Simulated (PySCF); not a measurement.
chloro(disilanyl)silane (ClH7Si3), SMILES [SiH3][SiH2][SiH2]Cl.

Geometry: B3LYP-D3(BJ)/def2-SVP. The values are those of a single conformer.

Calculation: PySCF with TDDFT-PBE/def2-SVPD.

Vertical excitations. Gas-phase values at a fixed geometry.

| state | energy (eV) | λ (nm) | f | main pairs |
|---|---|---|---|---|
| S1 | 5.53 | 224 | 0.018 | HOMO→LUMO 97 % |
| S2 | 5.95 | 208 | 0.004 | HOMO−1→LUMO 84 %, HOMO→LUMO+1 13 % |
| S3 | 6.11 | 203 | 0.003 | HOMO−2→LUMO 75 %, HOMO→LUMO+1 20 % |
| S4 | 6.20 | 200 | 0.024 | HOMO→LUMO+1 36 %, HOMO→LUMO+2 33 %, HOMO−2→LUMO 20 % |
| S5 | 6.35 | 195 | 0.071 | HOMO→LUMO+2 51 %, HOMO→LUMO+1 15 %, HOMO→LUMO+3 10 %, HOMO−1→LUMO+1 9 % |
| S6 | 6.59 | 188 | 0.100 | HOMO→LUMO+3 77 % |
| S7 | 6.67 | 186 | 0.043 | HOMO→LUMO+4 49 %, HOMO−1→LUMO+1 35 % |
| S8 | 6.70 | 185 | 0.009 | HOMO−2→LUMO+1 50 %, HOMO−1→LUMO+1 17 %, HOMO→LUMO+4 17 %, HOMO−1→LUMO+2 8 % |
| S9 | 6.73 | 184 | 0.004 | HOMO−1→LUMO+2 48 %, HOMO−3→LUMO 27 %, HOMO→LUMO+5 10 %, HOMO−2→LUMO+1 10 % |
| S10 | 6.77 | 183 | 0.007 | HOMO−3→LUMO 36 %, HOMO−4→LUMO 23 %, HOMO−2→LUMO+1 16 %, HOMO→LUMO+4 7 % |
| T1 | 5.00 | 248 | 0 | HOMO→LUMO 99 % |
| T2 | 5.57 | 223 | 0 | HOMO→LUMO+1 85 % |
| T3 | 5.70 | 218 | 0 | HOMO−1→LUMO 85 % |
| T4 | 5.78 | 215 | 0 | HOMO→LUMO+2 95 % |
Triplets are in the Tamm–Dancoff approximation, which puts them higher than full response would, so one can lie above its singlet here.
